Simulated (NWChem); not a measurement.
A series in which one site is exchanged, each optimised at PBE0/def2-SVP with NWChem, gas phase unless a solvent is named. For some, no frequency run checked for a minimum. def2 effective core potentials on Sr, Cd, Te, Ba; no spin-orbit coupling.

A: F[Te]Cl (TeClF; site = Te)
B: [F][Ba][Cl] (BaClF; site = Ba)
C: [F][Sr][Cl] (SrClF; site = Sr)
D: [F][Cd][Cl] (CdClF; site = Cd)

Q: Rank them by vertical ionisation energy, ΔSCF, PBE0/def2-SVP (eV), lowest first.

A: A (9.01), B (9.58), C (10.05), D (11.47)
